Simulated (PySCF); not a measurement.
Cl2NbO, neutral, multiplicity 2. Atoms are numbered in the order given.

```xyz
4

Nb     0.0000     0.0000     0.2438
O      0.0000     0.0000     1.9344
Cl     0.0000     2.0922    -0.7491
Cl     0.0000    -2.0922    -0.7491
```
Charge 0, spin multiplicity 2.

Geometry: B3LYP-D3(BJ)/def2-SVP. The multiplicity is an assumed one; other spin states were not compared. The isomer is the one that the SMILES or the coordinates give; other isomers of the formula were not compared. The def2 effective core potentials stand for the cores of Nb; spin–orbit coupling is left out.

Computed with PySCF 2.14.0 with TDA-B3LYP/def2-SVPD.

Vertical excitations. Isolated molecule, no solvent.

Computed excitation energies, oscillator strengths and character:
| state | energy (eV) | λ (nm) | f | main pairs |
|---|---|---|---|---|
| root 1 | 0.81 | 1524 | 0.000 | α HOMO→LUMO 99 % |
| root 2 | 2.27 | 546 | 0.004 | α HOMO→LUMO+1 98 % |
| root 3 | 3.61 | 343 | 0.001 | α HOMO→LUMO+2 99 % |
| root 4 | 3.92 | 316 | 0.010 | α HOMO→LUMO+3 97 % |
| root 5 | 4.09 | 303 | 0.000 | α HOMO−1→LUMO 96 % |
| root 6 | 4.23 | 293 | 0.000 | α HOMO−2→LUMO 93 % |
| root 7 | 4.37 | 284 | 0.004 | α HOMO−3→LUMO 66 %, β HOMO−2→LUMO+1 30 % |
| root 8 | 4.44 | 279 | 0.000 | β HOMO→LUMO+1 96 % |
| root 9 | 4.48 | 276 | 0.001 | β HOMO→LUMO 94 % |
| root 10 | 4.52 | 274 | 0.001 | α HOMO−5→LUMO 54 %, β HOMO−4→LUMO+1 32 %, β HOMO−1→LUMO 11 % |
Unrestricted roots are not spin-pure.
